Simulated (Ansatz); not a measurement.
Basis-set extrapolation for F3H3Si2 (`F[SiH2][SiH](F)F`) (PBE0-D4/def2-TZVP geometry, frozen core, Ansatz). Multiplicity 1, RHF reference.

```tsv
	def2-TZVPP	def2-QZVPP
HF	-878.285896	-878.319358
MP2 correlation	-0.981966	-1.074968
CCSD(T) correlation	-1.038908	not run
```

Energies in hartree. Use E(X) = E(∞) + A·exp(−7.88·√X) for Hartree–Fock and E(X) = E(∞) + B·X^(−2.97) for correlation, with X = 3 and 4, and add CCSD(T) minus MP2 of the smaller set to the MP2 limit.

Task: What is the CCSD(T) energy at the basis-set limit?

Result: HF limit: -878.319358 + (-0.033462) × 0.13774 = -878.32397. MP2 limit: -1.074968 + (-0.093002) × 0.74074 = -1.14386. Higher-order term: -1.038908 − (-0.981966) = -0.05694. Total: -879.52477 hartree, 5.44 eV below CCSD(T)/def2-TZVPP.
